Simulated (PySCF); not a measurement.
## Dipole moment and polarisability across levels of theory

Compound: 1,5-pentanediol, C5H12O2.
SMILES with atom numbers: `[OH:1][CH2:2][CH2:3][CH2:4][CH2:5][CH2:6][OH:7]` (hydrogens: H8 on O1; H9, H10 on C2; H11, H12 on C3; H13, H14 on C4; H15, H16 on C5; H17, H18 on C6; H19 on O7)

PySCF, dipoles from the SCF density, polarisabilities from static response with core orbitals frozen. Isolated species at its PBE0-D3(BJ)/def2-SVP geometry (one conformer only).

The anisotropy is √(½[(α1 − α2)² + (α2 − α3)² + (α3 − α1)²]).

```tsv
level	μ (D)	α (au)	anisotropy (au)
LDA/def2-SVPD	1.977	77.43	15.94
PBE/def2-SVPD	1.909	76.32	15.45
B3LYP/def2-SVPD	2.001	73.44	13.72
PBE0/def2-SVPD	1.995	72.72	13.80
BHandHLYP/def2-SVPD	2.087	70.29	12.36
CAM-B3LYP/def2-SVPD	2.066	72.18	13.02
wB97X-D/def2-SVPD	2.033	72.04	13.02
LC-wPBE/def2-SVPD	2.087	70.35	12.62
HF/def2-SVPD	2.161	67.21	10.71
PBE0/6-31G*	1.953	60.51	9.90
PBE0/6-31+G*	2.166	67.97	11.79
PBE0/def2-SVP	1.897	62.47	10.54
PBE0/aug-cc-pVDZ	1.924	74.30	14.32
PBE0/def2-TZVP	1.939	70.22	13.05
```

The dipole runs from 1.90 D (PBE0/def2-SVP) to 2.17 D (PBE0/6-31+G*). No reference polarisability is at hand; against PBE0 in the largest diffuse basis at hand (aug-cc-pVDZ) the other PBE0 rows deviate by 6-31G* -19%, 6-31+G* -9%, def2-SVP -16%, def2-SVPD -2%, def2-TZVP -5%. In one basis (def2-SVPD) the functionals order the polarisability from HF (lowest) to LDA (highest), a spread of 15%. With PBE0 the polarisability is 64.40 au without diffuse functions (mean of 6-31G*, def2-SVP and def2-TZVP) and 71.66 au with them (mean of 6-31+G*, def2-SVPD and aug-cc-pVDZ).
